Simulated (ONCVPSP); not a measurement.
How hard is this Ba ONCV potential?

Ba, optimised norm-conserving Vanderbilt (ONCV), made with ONCVPSP 4.0.1 (LDA (Perdew-Wang 92), scalar-relativistic). Core [Xe], reference 6s2. Waves: 6s: rc 3.95 bohr, ncon 4, nbas 6, qcut 1.5 1/bohr, 1 projector; p scattering state at 0.09 Ha: rc 3.65 bohr, ncon 4, nbas 7, qcut 1.8 1/bohr, 2 projectors, debl 1.1 Ha; d scattering state at 0.12 Ha: rc 3.65 bohr, ncon 4, nbas 7, qcut 2.9 1/bohr, 2 projectors, debl 0.4 Ha. Local part: polynomial inside 2.70 bohr (lpopt 2, dvloc0 0 Ha). Core correction: polynomial model core, fcfact 0.35.

In the p channel the program set the typed energies aside and used 0.050, 1.150 Ha. In the d channel the program set the typed energies aside and used -0.078, 0.322 Ha.

Problem. For each optimised wave give the share of its norm inside rc, the residual kinetic energy above qcut (Ha) and the cutoffs (Ha) for errors of 10, 1, 0.1 and 0.01 mHa per electron.

Solution.

| wave | norm inside rc | residual KE | 10 mHa | 1 mHa | 0.1 mHa | 0.01 mHa |
| --- | --- | --- | --- | --- | --- | --- |
| 6s | 0.348 | 1.8e-03 | 0.6 | 1.5 | 3.3 | 4.2 |
| p projector 1 | 0.250 | 7.0e-03 | 0.8 | 9.0 | 11.6 | 17.0 |
| p projector 2 | 0.207 | 1.8e-01 | 12.9 | 16.0 | 20.6 | 32.7 |
| d projector 1 | 0.612 | 4.9e-04 | 2.8 | 3.9 | 8.8 | 13.0 |
| d projector 2 | 0.263 | 1.5e-03 | 3.3 | 4.4 | 7.2 | 12.8 |

The occupied waves need 1.5 Ha and 3.3 Ha for 1 and 0.1 mHa. The cutoffs count occupied waves only; projector 2 of the p channel, the hardest unoccupied one, needs 16 Ha at the loose tolerance. Note: no bound ghost flagged; GHOST(+) flagged for p at 35.1 eV, p at 241.0 eV, p at 508.6 eV. 3 of 4 tests not solved or not reliable.
